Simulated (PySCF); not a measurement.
This PySCF input asks for the NMR shieldings of `C=C[Si@H](OC)[SiH2]SC`, C4H12OSSi2; the geometry comes from GFN2-xTB.

```python
import basis_set_exchange as bse
import numpy as np
from pyscf import gto, dft
from pyscf.prop import nmr

atoms = """
C    -1.426222    2.294492   -0.658819
C    -1.898239    1.075289   -0.443658
Si   -0.885044   -0.512919   -0.613440
O    -1.408532   -1.692482    0.381182
C    -2.666293   -2.294489    0.413310
Si    1.249908   -0.424756    0.195102
S     2.232935    1.176714   -0.850921
C     3.913625    0.973348   -0.196141
H    -0.402994    2.455902   -0.957994
H    -2.032545    3.181079   -0.550539
H    -2.936998    0.979377   -0.140174
H    -1.047601   -0.941486   -2.018584
H    -2.894679   -2.758127   -0.548666
H    -2.656895   -3.060056    1.189400
H    -3.443275   -1.561530    0.640124
H     2.116553   -1.587840   -0.051505
H     1.466338   -0.118166    1.617764
H     4.525480    1.753435   -0.636149
H     4.294438   -0.003483   -0.476691
H     3.894890    1.076378    0.883970
"""
names = dict.fromkeys(["C", "Si", "O", "S", "H"], "pcSseg-1")
basis = {el: gto.basis.parse(bse.get_basis(n, elements=[el], fmt="nwchem")) for el, n in names.items()}
mol = gto.M(atom=atoms, basis=basis, charge=0, verbose=0)
mf = dft.RKS(mol, xc="PBE0")
mf.grids.level = 2
mf.grids.alignment = dft.numint.BLKSIZE   # the property module wants whole blocks of grid points
mf.conv_tol = 1e-9
mf.kernel()

calc = nmr.RKS(mf)   # GIAO
C = mf.mo_coeff
Co = C[:, mf.mo_occ > 0]
resp = mf.gen_response(singlet=True, hermi=2)
def vind(x):   # induced exchange potential for any number of trial vectors
    d = np.einsum("pi,xij,qj->xpq", C, 2 * x.reshape(-1, C.shape[1], Co.shape[1]), Co, optimize=True)
    return np.einsum("xpq,pi,qj->xij", resp(d - d.transpose(0, 2, 1)), C, Co, optimize=True).ravel()
mo1, _ = nmr.rhf.solve_mo1(calc, with_cphf=vind)
sigma = calc.kernel(mo1)
for i, s in enumerate(sigma):   # ppm
    w = np.linalg.eigvalsh((s + s.T) / 2)
    print("%2d %-2s iso %8.1f  s11 %8.1f  s22 %8.1f  s33 %8.1f" % (i, mol.atom_pure_symbol(i), w.mean(), *w))
```

Task: What does it print?

Result: 
```
 0 C  iso     43.3  s11    -81.9  s22     39.9  s33    171.9
 1 C  iso     47.1  s11    -72.7  s22     39.4  s33    174.5
 2 Si iso    363.8  s11    313.4  s22    338.0  s33    440.1
 3 O  iso    334.3  s11    285.4  s22    336.5  s33    381.0
 4 C  iso    132.2  s11    103.2  s22    107.9  s33    185.5
 5 Si iso    401.6  s11    346.6  s22    389.9  s33    468.3
 6 S  iso    738.0  s11    635.1  s22    648.0  s33    930.7
 7 C  iso    167.0  s11    152.6  s22    158.4  s33    189.9
 8 H  iso     25.4  s11     21.9  s22     25.5  s33     28.8
 9 H  iso     25.2  s11     22.7  s22     24.8  s33     28.3
10 H  iso     24.9  s11     22.6  s22     24.2  s33     27.9
11 H  iso     26.0  s11     23.5  s22     24.9  s33     29.7
12 H  iso     28.1  s11     24.2  s22     25.6  s33     34.6
13 H  iso     27.8  s11     23.3  s22     25.5  s33     34.5
14 H  iso     27.9  s11     23.1  s22     26.2  s33     34.4
15 H  iso     27.2  s11     23.3  s22     26.1  s33     32.2
16 H  iso     27.1  s11     23.5  s22     25.8  s33     32.1
17 H  iso     29.5  s11     23.5  s22     26.6  s33     38.6
18 H  iso     29.8  s11     24.4  s22     27.7  s33     37.4
19 H  iso     29.8  s11     24.4  s22     27.7  s33     37.2
```

These numbers come from an equivalent density-fitted implementation of the same equations, which agrees with the script to about 0.01 ppm for H and up to a few tenths of a ppm for heavy atoms, so last digits may differ.

Task: Turn these shieldings into chemical shifts. Chemical shifts δ = σref − σ; TMS for 13C (186.93 ppm) and 29Si (349.16 ppm) and 1H (31.72 ppm); 17O (336.08 ppm) vs H2O; CS2 for 33S (503.73 ppm), all at this level.

Result: Averaging equivalent atoms: C 0: 143.6; C 1: 139.9; C 4: 54.7; C 7: 20.0; Si 2: -14.7; Si 5: -52.4; O 3: 1.8; S 6: -234; H 10: 6.80; H 9: 6.48; H 8: 6.31; H 11: 5.67; H 16: 4.60; H 15: 4.53; H 12/13/14: 3.79; H 17/18/19: 2.02 ppm. Experimental scales use liquid or dissolved standards, which lie at an offset from isolated H2O (liquid H2O: subtract about 36 ppm).

Size and cost of the density-fitted run: 217 basis functions, 78 s wall time on 1 thread of an Arm Neoverse N1, shared host; peak memory 0.9 GiB.
